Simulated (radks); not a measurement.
Spherical quantum dot in the effective-mass picture: electrons in a well V = -V0 / (1 + exp((r - R)/a)) with V0 = 7.72, R = 2.7, a = 0.097, all in effective atomic units (hartree* = m*/eps^2 hartree, bohr* = eps/m* bohr), one dielectric constant everywhere. Calculated with a radial shooting solver with Libxc functionals: non-relativistic Kohn-Sham, exchange-only LDA, spin-polarised, spherical densities. Levels are named by radial order and angular momentum (1s, 1p, 1d, 2s, ...), and open shells are averaged over m. Results are scaled to m* = 0.043 and eps = 7.8, for which hartree* = 19.23 meV and bohr* = 9.599 nm. Each electron was tried in the lowest free levels, single moves between levels near the top were tried too, and the lowest total energy was kept; such a search can miss a lower state. The series stops at N = 10: beyond it a trial failed or the search could not be trusted, so later rows were left out. At N = 1 the Hartree and exchange-correlation terms need not cancel, so that row can carry a self-interaction error.

| N | open shells | 2S | addition energy mu(N+1) - mu(N) (meV) | e(HOMO) (meV) | rms radius (nm) |
|---|---|---|---|---|---|
| 1 | 1s(up 1, down 0) | 1 | 11.54 | -131.93 | 14.88 |
| 2 | none | 0 | 18.57 | -120.69 | 15.43 |
| 3 | 1p(up 1, down 0) | 1 | 8.239 | -101.96 | 16.42 |
| 4 | 1p(up 2, down 0) | 2 | 8.467 | -93.563 | 16.97 |
| 5 | 1p(up 3, down 0) | 3 | 11.55 | -85.049 | 17.36 |
| 6 | 1p(up 3, down 1) | 2 | 7.892 | -73.880 | 17.67 |
| 7 | 1p(up 3, down 2) | 1 | 8.142 | -65.821 | 17.93 |
| 8 | none | 0 | 20.45 | -57.619 | 18.15 |
| 9 | 1d(up 1, down 0) | 1 | 7.883 | -37.348 | 18.44 |
| 10 | 1d(up 2, down 0) | 2 | - | -29.439 | 18.69 |

All shells are closed at N = 2, 8 (there: 1s2 1p6); the second difference of the energy has clear peaks (12 % above both neighbours; the first and last values, which can be the largest, are not judged, and half-filled shells can peak too) at N = 2, 5, 8.
